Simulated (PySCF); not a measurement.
**Computed properties of C4H9FSi, SMILES C[C@H]1C[C@@]1(F)[SiH3]**

C4H9FSi, SMILES C[C@H]1C[C@]1([SiH3])F. Geometry: B3LYP-D3(BJ)/def2-SVP. The structure was generated by enumeration; whether it is a known compound was not checked. One conformer was computed; it need not be the lowest. All values are computed for the isolated molecule unless a solvent is named; none is compared with measurement here.

**Structure.** All 39 harmonic modes at B3LYP-D3(BJ)/def2-SVP (PySCF) are real, so it is a minimum. With heavy atoms numbered as in [CH3:1][C@H:2]1[CH2:3][C@@:4]1([F:5])[SiH3:6], the shortest bond between them is C4–F5 at 1.391 Å and the longest C4–Si6 at 1.888 Å.

**Vibrations.** The strongest infrared lines (harmonic, unscaled, degenerate partners summed) lie at 932 cm⁻¹ (173 km/mol, H 70 %, C 22 %), 2233 cm⁻¹ (113 km/mol, H 96 %), 2239 cm⁻¹ (110 km/mol, H 96 %). The softest mode is at 116 cm⁻¹ and the zero-point energy is 72.7 kcal/mol.

**Electronic structure.** PBE0/def2-TZVP (PySCF) places the frontier levels at -7.87 and 0.70 eV, a gap of 8.57 eV, and gives a dipole moment of 1.77 D and a mean polarisability of 73.4 bohr³. PBE/def2-TZVP (PySCF) at the same geometry gives -6.52 and -0.16 eV, so its gap is 2.21 eV narrower. An orbital gap is neither the optical nor the fundamental gap.

**Excitations.** TDDFT-M06-2X/def2-SVPD (PySCF) has S1 at 7.51 eV (165 nm, f = 0.010, weak); the most intense of the 10 singlets computed lies at 8.35 eV (f = 0.21). T1 (TDA) is at 7.26 eV. TDDFT-PBE/def2-SVPD (PySCF) puts S1 at 6.44 eV. No vertical singlet excitation falls in the visible range (under 3.1 eV).

**NMR.** GIAO shifts at KT2/pcSseg-1 (PySCF) (non-relativistic, atoms alike by connectivity averaged): ¹³C from 19.8 to 77.2 ppm against TMS; ¹H from 1.0 to 4.3 ppm against TMS; ²⁹Si at -72.7 ppm against TMS; ¹⁹F at -237.3 ppm against CFCl3.

**Solvation.** SMD-M06-2X/6-31G* (PySCF) gives 1.2 kcal/mol in water, -3.8 kcal/mol in chloroform, -3.6 kcal/mol in acetone (1 M in both phases, gas-phase geometry).
